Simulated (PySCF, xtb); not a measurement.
O2Si, SMILES [Si](=O)=O.

GFN2-xTB (xtb 6.7.1) at its own geometry gives an orbital gap of 7.87 eV and a dipole moment of 0.00 D.

Geometry: ωB97X-D3(BJ)/def2-TZVP.

Question: What does PBE/def2-TZVPD in PySCF give? (An estimate is asked for; the answer gives what the named calculation found.)

Answer: gap 3.97 eV (levels -8.46 and -4.49 eV), dipole 0.00 D.
